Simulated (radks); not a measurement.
Charge is removed step by step from the 2s down level of the fluorine ion F+, starting from [He] 2s(up 1, down 1) 2p4. All-electron calculation, scalar-relativistic Kohn-Sham, PBE, spin-polarised, spherical densities, point nucleus; open shells are filled with parallel spins first. Program: a radial shooting solver on a logarithmic mesh with Libxc functionals.

| removed (e) | E - E(0) (eV) | eigenvalue (eV) | E minus straight line (eV) |
|---|---|---|---|
| 0 | 0.000 | -45.021 | 0.000 |
| 0.125 | 5.764 | -47.208 | -0.972 |
| 0.25 | 11.802 | -49.412 | -1.669 |
| 0.375 | 18.117 | -51.632 | -2.089 |
| 0.5 | 24.710 | -53.864 | -2.231 |
| 0.625 | 31.583 | -56.104 | -2.094 |
| 0.75 | 38.736 | -58.347 | -1.676 |
| 0.875 | 46.170 | -60.591 | -0.978 |
| 1 | 53.883 | -62.829 | 0.000 |

Removing the whole electron costs 53.883 eV by Delta-SCF, against 45.021 eV from minus the eigenvalue at the starting occupation. Slater's transition state (half an electron removed) gives 53.864 eV. Integrating minus the eigenvalue over the occupation (Janak's theorem) gives 53.885 eV. In this scalar-relativistic scheme the density is built from large components alone, so the theorem holds only approximately. The mean slope of the eigenvalue, de/dn, is 17.8 eV per electron.
